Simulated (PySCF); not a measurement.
**Two-component Hartree-Fock for I²⁺ (iodine, charge +2)**

Start: [Kr] 4d10 5s2 5p3; 5p1/2 filled at m_j = -1/2, +1/2; 5p3/2 filled at m_j = +3/2. Calculated with PySCF 2.14 in x2c-SVPall-2c (6s8p4d, 50 functions): generalised Hartree-Fock with the X2C-1e Hamiltonian and a Gaussian nucleus; one run each with spin-orbit coupling (SO) switched off, then screened by Boettger's factors.

| spinor shell | electrons | ε, spin-free (eV) | ε, screened SO (eV) | weight of nominal j (screened SO) | rms radius, screened SO (bohr) |
| --- | --- | --- | --- | --- | --- |
| 1s1/2 | 2 | -33350.4 | -33346.7 | 1.000 | 0.0312 |
| 2s1/2 | 2 | -5269.6 | -5268.5 | 1.000 | 0.127 |
| 2p1/2 | 2 | -4726.2 | -4934.2 | 1.000 | 0.109 |
| 2p3/2 | 4 | -4726.2 | -4632.2 | 1.000 | 0.115 |
| 3s1/2 | 2 | -1123.2 | -1122.8 | 1.000 | 0.334 |
| 3p1/2 | 2 | -942.64 | -982.81 | 1.000 | 0.327 |
| 3d3/2 | 4 | -672.44 | -679.37 | 1.000 | 0.311 |
| 3d5/2 | 6 | -672.44 | -667.41 | 1.000 | 0.314 |
| 4s1/2 | 2 | -231.83 | -231.69 | 1.000 | 0.788 |
| 4p1/2 | 2 | -172.57 | -180.38 | 0.999 | 0.828 |
| 4p3/2 | 4 | -172.57 | -168.88 | 0.999 | 0.853 |
| 4d3/2 | 4 | -83.226 | -84.229 | 0.974 | 0.994 |
| 4d5/2 | 6 | -83.226 | -82.384 | 0.983 | 0.995 |
| 5s1/2 | 2 | -41.433 | -41.390 | 1.000 | 2.02 |
| 5p1/2 | 2 | -30.346 | -30.632 | 0.662 | 2.35 |
| 5p3/2 | 1 | -30.346 | -29.761 | 1.000 | 2.41 |

Where does 3p3/2 lie, and what is the 3p spin-orbit splitting (screened SO)?

At -924.23 eV, 58.585 eV above 3p1/2.

| quantity | spin-free | screened SO |
| --- | --- | --- |
| E (hartree) | -7109.91674 | -7112.01326 |
| M_J | 3/2 | 3/2 |
| ⟨J²⟩ | 3.751 | 3.756 |
| ⟨L²⟩ | 0.000 | 0.153 |
| ⟨S²⟩ | 3.751 | 3.588 |

Each row is a mean over spinors that exchange with the open shell spreads, by up to 7.680 eV (5s1/2).

Rows whose weight is well below 1 are mixtures of j = l ± 1/2: exchange outweighs spin-orbit coupling there, and the label is only the starting occupation.

Breit and QED terms are absent; they matter most for the inner s and p1/2 levels.

Densities and radii are taken from the X2C orbitals without a picture-change correction, which distorts them close to the nucleus.

Without spin-orbit coupling the j labels of p, d and f shells carry no meaning; the spin-free column gives the mean over the occupied spinors of each nl shell.
